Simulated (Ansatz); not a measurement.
F₂Mg (SMILES [F][Mg][F]), singlet, at a GFN2-xTB geometry (such geometries of metal compounds can be far from the true shape); B3LYP/def2-SVP (Ansatz, an electronic-structure program).

The Ansatz input:
Ansatz 0.2 input:
```yaml
crystal:
  periodic: [false, false, false]
  atoms:
    - {symbol: Mg, position_ang: [0.40305854, -0.05533096, -0.13647722]}
    - {symbol: F, position_ang: [-0.45725792, 1.18552207, -0.93154954]}
    - {symbol: F, position_ang: [-0.08015346, -1.11174745, 1.11351917]}
basis:
  gaussian:
    orbitals: def2-SVP
hamiltonian:
  xc: b3lyp
```

It wrote (shortened):

```
Functional definition: B3LYP
406 factors; integrals over basis functions are off by at most 4.2e-4 eV
mean field evaluation 1: about -10869.8385 eV, gradient 5.8e1 eV
mean field evaluation 2: about -10840.6498 eV, gradient 1.4e2 eV
mean field evaluation 4: about -10875.5202 eV, gradient 1.0e0 eV
mean field evaluation 8: about -10875.5272 eV, gradient 2.3e-3 eV
mean field -10875.52716051 eV, -399.6682514517 hartree, gradient 2.4e-5 eV, S^2 0.000000; 0 other end points of the search recorded, 0 dependent functions left out
reference -10875.52738879 eV, -399.6682598408 hartree; 15, 15 occupied and 31, 31 virtual orbitals, 406 factors
Total energy: -10875.52738879 eV, -399.6682598408 hartree
```
